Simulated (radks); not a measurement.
Numerical settings for the thulium ion Tm+, [Xe] 4f13 6s1. Calculated with a radial shooting solver on a logarithmic mesh with Libxc functionals: Dirac Kohn-Sham, LDA (Slater exchange, Perdew-Wang correlation), spin-unpolarised, spherical densities, point nucleus; open shells fill j = l - 1/2 first. The defaults (mesh step 0.008 in ln r, mesh end at 40 bohr or more with all orbitals vanishing there, Anderson mixing 0.5 over 9 steps, residual threshold near 1e-9 with the energy settled to 1e-9 hartree or 1e-11 of itself, here a cap of 73 iterations) give E = -13573.4710 hartree and 6s1/2 at -9.441 eV in 18 iterations. Run on one thread of a shared host, so times are rough (Arm Neoverse V1): 0.21 s of CPU time, 0.21 s wall, 18 iterations on 2648 mesh points. Changes against that run (0 stands for a change within the tolerance of the run):

| setting | iterations | converged | E (mhartree) | e(6s1/2) (meV) | CPU (s) |
|---|---|---|---|---|---|
| mesh step in ln r 0.005 | 18 | yes | 0 | 0 | 0.34 |
| mesh step in ln r 0.03 | 18 | yes | +0.00733 | 0 | 0.07 |
| mesh step in ln r 0.05 | 18 | yes | +0.16 | +0.00618 | 0.05 |
| mesh end (bohr) 2 | 14 | level above zero | +1.24e+04 | +1.65e+05 | 0.13 |
| mesh end (bohr) 20 | 18 | yes | 0 | 0 | 0.21 |
| residual threshold 1e-13 | 25 | yes | 0 | 0 | 0.25 |
| residual threshold 1e-05 | 14 | yes | 0 | +0.0165 | 0.19 |
| mixing 1 | 13 | yes | 0 | 0 | 0.17 |
| linear mixing, mixing 0.8 | 73 | no | +7.87e+04 | -9.83e+04 | 2.1 |
| linear mixing, mixing 0.5 | 73 | no | +2.05e+03 | -4.95e+03 | 1.2 |
| mixing history 3 | 19 | yes | 0 | 0 | 0.21 |
| iteration cap 5 | 5 | no | +76.7 | +245 | 0.08 |

Settled on a wrong energy, with an occupied level pushed above zero by the early mesh end: mesh end (bohr) 2 (+12.4 hartree). Apart from these: no run marked as converged misses the energy by more than 1 mhartree. A mesh that ends early acts as a hard wall.
